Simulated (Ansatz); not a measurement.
Two members of one family (Series (Br2AlX)3), computed with Ansatz in the gas phase. The two geometries come from different levels. Binding counts from free atoms in the multiplicity of their measured ground term, without zero-point energy. The structures are stationary points that may keep the symmetry of their start.

First: (Br2Al-mu-H)3 (singlet, charge 0, PBE-D4/def2-SVP geometry).

```xyz
12

Al    0.146    1.317   -1.246
Br    2.034    1.243   -2.474
Br   -1.436    2.908   -1.408
H     0.543    1.186    0.410
Al    1.038   -0.035    1.495
Br    0.190    0.512    3.506
Br    3.191   -0.562    1.089
H     0.135   -1.314    0.810
Al   -1.181   -1.331   -0.272
Br   -2.921   -0.336    0.760
Br   -1.184   -3.355   -1.255
H    -0.555   -0.234   -1.416
```

| level | HOMO (eV) | LUMO (eV) | gap (eV) | binding per atom (eV) |
| --- | --- | --- | --- | --- |
| PBE-D4/def2-SVP | -7.32 | -2.73 | 4.60 | 2.92 |
| PBE0-D4/def2-SVP | -8.66 | -2.01 | 6.65 | 2.91 |

Second: (Br2Al-mu-OH)3 (singlet, charge 0, r2SCAN-D4/def2-SVP geometry).

Cartesian coordinates in Å:
```
Al 1.956 0.079 0.065
Br 3.276 0.749 1.781
Br 2.805 -0.616 -1.891
O 0.810 -1.188 0.767
Al -0.897 -1.716 0.296
Br -0.861 -2.918 -1.595
Br -1.859 -2.489 2.198
O -1.630 -0.048 -0.006
Al -0.984 1.451 -0.873
Br -0.970 1.131 -3.093
Br -2.021 3.225 0.083
O 0.736 1.440 -0.202
H 1.075 -1.496 1.650
H -2.404 0.138 0.553
H 0.969 2.260 0.267
```

Task: Estimate the same table for the second.

Result: 
```tsv
level	HOMO (eV)	LUMO (eV)	gap (eV)	binding per atom (eV)
PBE-D4/def2-SVP	-7.05	-1.81	5.23	3.85
PBE0-D4/def2-SVP	-8.38	-0.99	7.39	3.79
```
